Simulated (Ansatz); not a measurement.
`C[O][In]([OH])[O][SiH3]` at its PBE0-D4/def2-TZVP geometry, where that method's forces vanish. Charge 0, multiplicity 1. In takes the def2 core potential.

```xyz
13

C     1.6193    1.4179    0.1021
O     0.4891    1.9148   -0.5786
In   -1.1087    0.8005   -0.8121
O    -2.7365    1.3556   -1.7506
O    -1.1253   -1.0288   -0.0526
Si   -0.1349   -2.0104    0.7862
H     1.3969    1.1124    1.1323
H     2.3604    2.2218    0.1466
H     2.0809    0.5652   -0.4110
H    -3.3915    0.6518   -1.7392
H     1.1453   -2.2505    0.0577
H    -0.8070   -3.3194    1.0022
H     0.2121   -1.4309    2.1170
```

What forces (eV/Å) does r2SCAN-D4/def2-TZVPP give on these atoms in Ansatz? (Estimate.)

The calculation gave: 
```
C1   0.249 -0.156  0.165
O2  -0.107  0.252 -0.146
In3 -0.008 -0.004 -0.003
O4  -0.085  0.113 -0.084
O5  -0.066 -0.117  0.021
Si6  0.068 -0.032  0.044
H7  -0.001  0.003 -0.004
H8  -0.017  0.002 -0.008
H9  -0.002  0.006  0.001
H10 -0.025 -0.059  0.014
H11 -0.020 -0.008  0.021
H12  0.017  0.025 -0.002
H13 -0.003 -0.025 -0.019
```
